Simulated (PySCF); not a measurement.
Level of theory: PySCF with TPSSh-D3(BJ)/def2-TZVP // PBE-D3(BJ)/def2-SVP. All species are isolated molecules in the gas phase. One relaxed conformer stands for a flexible species; it need not be the lowest. 

Reference species: [Ni(H2O)4(NH3)2]2+ (excited triplet) (charge +2, multiplicity 3).

```yaml
charge on the central atom (meta-Löwdin): 1.18 e
coordination_number: 6
spin population on the central atom (Mulliken): 1.71
```

Changed species: [Ni(H2O)(NH3)5]2+ (triplet; the order of the spin states depends on the level) (5 of 6 H2O replaced by NH3, multiplicity 3; the reference has 2 of 6 H2O replaced by NH3, multiplicity 3).

Question: What does the change do to the charge on the central atom (meta-Löwdin), coordination number and spin population on the central atom (Mulliken)?

Answer: the charge on the central atom (meta-Löwdin) drops by 0.12 e, to 1.06 e; the coordination number is nearly the same; the spin population on the central atom (Mulliken) falls by 0.06, to 1.65.
